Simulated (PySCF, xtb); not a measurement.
C₂H₆STe, SMILES C(C)[Te]S. The values are those of a single conformer.

Harmonic wavenumbers (cm⁻¹) from GFN2-xTB in xtb at its own minimum, in rising order: 61, 126, 204, 243, 261, 366, 505, 731, 736, 970, 1009, 1079, 1221, 1235, 1414, 1456, 1492, 1498, 2413, 2994, 3008, 3014, 3027, 3030.

What does B3LYP-D3(BJ)/def2-SVP (PySCF 2.14.0) give at its own minimum? (An estimate is asked for; the answer gives what the named calculation found.)

68, 132, 248, 273, 297, 341, 479, 716, 761, 959, 976, 1059, 1211, 1244, 1392, 1441, 1461, 1478, 2645, 3021, 3057, 3100, 3118, 3136. Paired by order, the mean absolute difference is 41 cm⁻¹ and the zero-point energies are 45.9 and 46.6 kcal/mol.
